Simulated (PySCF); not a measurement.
H2O3P (SMILES O=[P](O)O), doublet, geometry from GFN2-xTB. Base run: HF/6-31G* (PySCF).

Here is a job for PySCF.
```python
from pyscf import gto, scf

mol = gto.Mole()
mol.atom = '''
    O     1.427181   -0.127893    0.470293
    P     0.199306    0.021675   -0.314838
    O    -0.899245   -1.162206    0.032029
    O    -0.648013    1.332485    0.101491
    H    -0.493336   -2.020942    0.152005
    H    -1.535643    1.356721   -0.259933
'''
mol.basis = '6-31g*'
mol.charge = 0
mol.spin = 1
mol.verbose = 5
mol.build()

mf = scf.UHF(mol)
mf.kernel()
```

Each row names what was changed in the base input (with any setting that the change needs).

```tsv
change	ΔE vs base (mEh)	fitting functions	dipole (D)
base	0.000	-	4.03
auxbasis = default (with mf = mf.density_fit())	0.658	368	4.03
exchange = seminumerical (SGX) (with mf = sgx.sgx_fit(mf, auxbasis='def2-universal-jfit'); with mf.with_df.dfj = True)	-0.369	220	4.03
auxbasis = cc-pvdz-jkfit	0.658	368	4.03
auxbasis = even-tempered beta=3.0	0.075	381	4.03
auxbasis = def2-universal-jkfit	0.208	395	4.03
auxbasis = cc-pvqz-jkfit	0.066	568	4.03
auxbasis = even-tempered beta=2.0	0.129	563	4.03
auxbasis = autoaux	0.604	511	4.03
auxbasis = def2-universal-jfit	2075.8	220	4.07
```

A fitting set is made for a task (jfit for Coulomb, jkfit for Coulomb and exchange, ri for correlation) and for a family of orbital bases.

Open shells are given as the SCF converged; they aren't shown to be the lowest states, and a large step between rows can be another state.
